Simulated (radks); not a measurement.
Ho3+, configuration [Xe] 4f8.5 6s1.5 (fractional occupations, a model configuration). Calculated with a radial shooting solver on a logarithmic mesh with Libxc functionals: scalar-relativistic Kohn-Sham, PBE, spin-unpolarised, spherical densities, finite nucleus; Fermi nuclear charge, rms radius 5.2022 fm. Some entries of the table are withheld. Estimate them.

| orbital | occ. | eigenvalue (eV) | r(max) (bohr) | <r^2> (bohr^2) |
|---|---|---|---|---|
| 1s | 2 | -55537.31 | 0.01312 | 0.0005883 |
| 2s | 2 | -9332.929 | 0.07462 | 0.009171 |
| 2p | 6 | -8274.697 | 0.06061 | 0.007442 |
| 3s | 2 | -2126.469 | 0.2113 | 0.06039 |
| 3p | 6 | -1803.012 | 0.2077 | (1) |
| 3d | 10 | -1392.274 | 0.1697 | 0.05074 |
| 4s | 2 | -461.5550 | 0.4832 | 0.3019 |
| 4p | 6 | -354.6563 | 0.5045 | 0.3408 |
| 4d | 10 | -210.1099 | 0.5209 | 0.4036 |
| 5s | 2 | -91.2093 | 1.105 | (2) |
| 5p | 6 | -63.9988 | 1.239 | 2.182 |
| 4f | 8.5 | -51.4563 | 0.5114 | 0.6693 |
| 6s | 1.5 | -26.9904 | 2.621 | 8.916 |

Answer. 
(1) 3p <r^2> (bohr^2): 0.06072
(2) 5s <r^2> (bohr^2): 1.654
